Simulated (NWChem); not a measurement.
Molecule: Si₂N₂H₈O; SMILES [SiH](N)(N)O[SiH3]

```xyz
13

N      1.1679    -1.7910     0.5283
Si     0.0183    -0.9638    -0.4471
N     -1.4948    -1.1762     0.3573
O      0.1959     0.6796    -0.6405
Si     0.0678     2.0819     0.2244
H      1.2169    -1.6200     1.5256
H      2.0724    -2.0414     0.1486
H      0.1938    -1.5090    -1.8147
H     -1.7637    -2.1041     0.6616
H     -2.3023    -0.6394     0.0650
H     -1.3495     2.5316     0.3108
H      0.5931     1.9278     1.6104
H      0.8545     3.1364    -0.4658
```
Atoms are numbered in this order, from 1.

Program: NWChem. Pople sets run with spherical d functions. Medium grid unless said otherwise, to which SCAN and Minnesota functionals are sensitive. Geometry: optimised at B3LYP/6-31G* (spherical d). Total energies of different functionals are on different scales.

```tsv
level	energy (Ha)	highest occupied level (eV)	orbital gap (eV)	dipole (D)
B3LYP/6-31G*	-768.6545	-6.86	7.54	1.38
PBE/6-31G*	-768.0762	-5.63	5.63	1.47
LDA (Slater exchange, VWN5)/6-31G*	-764.8041	-5.73	5.51	1.51
RPBE/6-31G*	-768.5338	-5.60	5.67	1.45
r2SCAN0/6-31G*	-768.4307	-7.43	8.58	1.37
M05-2X/6-31G*	-768.5701	-8.65	10.53	1.32
LC-wPBE (HJS exchange hole, range parameter 0.4 per bohr)/6-31G*	-768.2688	?	?	1.34
MPW1K/6-31G*	-768.5800	-8.31	9.80	1.35
Hartree-Fock/6-31G*	-766.3924	-10.91	14.98	1.26
r2SCAN/6-31G*	-768.4571	-6.02	6.48	1.42
MN15/6-31G*	-768.1484	-8.01	9.42	1.44
```

Q: What belongs in the gaps?

A: 
- LC-wPBE (HJS exchange hole, range parameter 0.4 per bohr)/6-31G*, highest occupied level (eV): -10.08
- LC-wPBE (HJS exchange hole, range parameter 0.4 per bohr)/6-31G*, orbital gap (eV): 13.17
